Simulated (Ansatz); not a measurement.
BH3N (SMILES B[NH]) moved off its minimum; all values from Ansatz (an electronic-structure program), cores frozen in correlated methods. Open shells are unrestricted.
(charge 0, multiplicity 2)
```xyz
5

B     -0.72116     0.09929     0.03170
N      0.68761    -0.17050    -0.04046
H     -1.51184    -0.78086    -0.05194
H     -1.01743     1.39589     0.18795
H      1.63563    -0.03622    -0.04508
```

Problem. Give the forces (eV/Å), the total energy and the dipole at CCSD(T)/aug-cc-pVTZ.

Solution. 
```json
[
 {"atom": "B1", "Fx": "2.925", "Fy": "1.573", "Fz": "0.081"},
 {"atom": "N2", "Fx": "-5.732", "Fy": "0.190", "Fz": "0.167"},
 {"atom": "H3", "Fx": "-0.112", "Fy": "-0.020", "Fz": "0.007"},
 {"atom": "H4", "Fx": "0.427", "Fy": "-2.143", "Fz": "-0.252"},
 {"atom": "H5", "Fx": "2.492", "Fy": "0.400", "Fz": "-0.002"}
]
```
Energy -81.1882 hartree, dipole 1.16 D.
